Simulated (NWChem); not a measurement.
System: SnHClF₂; SMILES [SnH]([Cl])([F])[F]

Program: NWChem. def2 effective core potentials on Sn; no spin-orbit coupling. B3LYP is NWChem's, with the RPA form of VWN correlation. Each level has its own optimisation; frequencies are unscaled.

```tsv
level	r F–Sn (Å)	r Cl–Sn (Å)	r H–Sn (Å)	highest harmonic frequency (cm⁻¹)	lowest (cm⁻¹)	zero-point energy (kcal/mol)
B3LYP/3-21G (all-electron, non-relativistic)	1.903	2.398	1.722	1995	137	7.7
LDA (Slater exchange, VWN5)/def2-SVP (core potentials)	1.917	2.306	1.703	1925	130	7.3
BLYP/def2-SVP (core potentials)	1.951	2.359	1.720	1874	129	7.1
PBE-D3(BJ)/def2-SVP (core potentials)	1.943	2.339	1.713	1907	129	7.2
```
